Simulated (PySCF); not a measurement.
C₂H₁₀N₂Si₂, SMILES N[Si@@H]1C[SiH2]CN1.

Geometry: PBE0-D3(BJ)/def2-SVP. The structure was generated by enumeration; whether it is a known compound was not checked. Other conformers were not sampled.

Level of theory: TDA-B3LYP/def2-SVPD (PySCF).

Vertical excitations. Isolated molecule, no solvent.

| state | energy (eV) | λ (nm) | f | main pairs |
|---|---|---|---|---|
| S1 | 5.70 | 217 | 0.003 | HOMO→LUMO 87 % |
| S2 | 6.13 | 202 | 0.045 | HOMO→LUMO+1 82 % |
| S3 | 6.26 | 198 | 0.011 | HOMO−1→LUMO 70 % |
| S4 | 6.36 | 195 | 0.027 | HOMO→LUMO+2 85 % |
| S5 | 6.62 | 187 | 0.003 | HOMO→LUMO+3 57 %, HOMO−1→LUMO+1 21 %, HOMO→LUMO+4 9 % |
| S6 | 6.68 | 186 | 0.052 | HOMO−1→LUMO+1 48 %, HOMO→LUMO+3 22 %, HOMO−1→LUMO+2 12 % |
| T1 | 5.51 | 225 | 0 | HOMO→LUMO 89 % |
| T2 | 5.88 | 211 | 0 | HOMO→LUMO+1 74 % |
Triplets are in the Tamm–Dancoff approximation.
